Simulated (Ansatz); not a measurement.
# A geometry optimisation of H9NO2Si3 with PBE0-D3(BJ)/def2-SVP

The starting geometry of this gas-phase singlet was optimised with GFN2-xTB; its bonds are those of `N[SiH2]O[SiH2]O[SiH3]`.

```
atom    x (Å)    y (Å)    z (Å)
   N  -0.6535  -1.3274   0.5069
   O   1.7753  -0.4861  -0.3269
   O   0.5391   0.4317  -2.5154
  Si   0.8720  -0.7062   1.0021
  Si   1.9516   0.0178  -1.8469
  Si  -1.0601   0.6772  -2.4770
   H  -0.6882  -1.9718  -0.2666
   H  -1.3491  -1.5638   1.1937
   H   1.7258  -1.5947   1.7971
   H   0.6054   0.5770   1.6481
   H   2.7723   1.2196  -1.8210
   H   2.4504  -1.1221  -2.6040
   H  -1.2977   1.5202  -3.6489
   H  -1.7186  -0.6251  -2.6094
   H  -1.4353   1.3398  -1.2307
```

Task: Where would you expect an optimisation with PBE0-D3(BJ)/def2-SVP to take it?

Result: It keeps its bonds, and is `N[SiH2]O[SiH2]O[SiH3]`.

The energy falls by 0.38 eV over 28 steps:

| step | E − E(last) (eV) |
| --- | --- |
| 1 | 0.378 |
| 4 | 0.052 |
| 7 | 0.024 |
| 10 | 0.019 |
| 13 | 0.013 |
| 16 | 0.004 |
| 19 | 0.001 |
| 22 | 0.000 |
| 25 | 0.000 |
| 28 | 0.000 |

Final geometry (Å):

```xyz
15

N    -0.5363   -1.2779    0.4148
O     1.9680   -0.0958   -0.1348
O     0.5404    0.8311   -2.2642
Si    0.9756   -0.7470    1.0370
Si    1.9466    0.1135   -1.7709
Si   -1.0886    0.6085   -2.4594
H    -0.6970   -2.1964    0.0220
H    -1.3812   -0.7239    0.4685
H     1.7036   -1.9078    1.6191
H     0.7058    0.3153    2.0421
H     3.0672    1.0138   -2.1342
H     2.0644   -1.2116   -2.4485
H    -1.5334    1.4257   -3.6238
H    -1.4132   -0.8275   -2.7190
H    -1.8328    1.0662   -1.2475
```

No frequencies were run, so the end isn't proven a minimum. Run with Ansatz 0.2.0, 56 s on 4 threads of Arm Neoverse V2, with other jobs on the host.
